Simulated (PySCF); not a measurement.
**Two-dimensional NMR puzzle**

Compound of formula C$_{8}$H$_{14}$Si. Correlations simulated from computed shifts and the bond graph:

HSQC (one-bond C–H):
```csv
δH,δC
7.13,119.1
2.31,36.4
2.27,15.3
1.90,36.4
1.43,32.7
1.40,28.7
1.36,0.4
1.04,0.4
```

COSY cross peaks (H two or three bonds apart, from the bond graph; peaks can be absent where the dihedral angle is near 90°):
```csv
δH,δH
7.13,1.43
4.30,4.10
4.30,1.36
4.30,1.04
4.10,1.36
4.10,1.04
2.31,1.90
2.31,1.36
2.31,1.04
1.90,1.36
1.90,1.04
1.36,1.04
```

HMBC (two and three bonds, from the bond graph):
```csv
δH,δC
7.13,"135.9, 46.5, 32.7, 15.3"
4.30,"46.5, 36.4, 32.7, 28.7, 0.4"
4.10,"46.5, 36.4, 32.7, 28.7, 0.4"
2.31,"46.5, 32.7, 28.7, 0.4"
2.27,"135.9, 119.1, 32.7"
1.90,"46.5, 32.7, 28.7, 0.4"
1.43,"135.9, 119.1, 46.5, 36.4, 28.7, 15.3"
1.40,"46.5, 36.4, 32.7"
1.36,"46.5, 36.4"
1.04,"46.5, 36.4"
```

Carbons without hydrogens: δ 135.9, 46.5.

Level of theory: GFN2-xTB geometry, NMR shieldings at PBE0/pcSseg-1/GIAO, in PySCF (one computed conformer, non-relativistic, no solvent, equivalent nuclei averaged).

References, each an isolated molecule treated in the same way: TMS for 1H, 13C.

Exchangeable hydrogens are left out of these lists.

Problem. Work out the connectivity.

Solution. `CC1=C[C@@H]1[C@]1(C)CC[SiH2]1`.

Numbering as in the mapped SMILES `[CH3:1][C:2]1=[CH:3][C@@H:4]1[C@:5]1([CH3:6])[CH2:7][CH2:8][SiH2:9]1`; H(Xn) means a hydrogen on atom n. Ha(C7), Ha(C8), Ha(Si9) are pro-R; Hb(C7), Hb(C8), Hb(Si9) are pro-S.

δC 135.9 is C2, a fully substituted alkene carbon. δC 119.1 is C3, an alkene CH (δH 7.13). δC 46.5 is C5, a fully substituted sp3 carbon bonded to Si. δC 36.4 is C7, an sp3 CH2 in a ring (δH 2.31, 1.90). δC 32.7 is C4, a three-membered-ring carbon (δH 1.43). δC 28.7 is C6, a methyl carbon (δH 1.40). δC 15.3 is C1, an allylic methyl carbon (δH 2.27). δC 0.4 is C8, an sp3 CH2 bonded to Si (δH 1.36, 1.04). HMBC from δH 7.13 reaches the proton-free carbons C2, C5. HMBC from δH 4.30 reaches the proton-free carbon C5. HMBC from δH 4.10 reaches the proton-free carbon C5. HMBC from δH 2.31 reaches the proton-free carbon C5. COSY links 7.13–1.43, 4.30–4.10, 4.30–1.36, 4.30–1.04, 4.10–1.36, 4.10–1.04.

The shifts were computed for this structure.

Shifts are as computed. Against solution values, carbons near 30 ppm lie about +3 ppm off and those near 130 ppm about +5 ppm. Of 1211 compounds with measured shifts, 218 miss one by over three times the rms of a fit or turn the order of signals round; such compounds aren't used in these exercises.
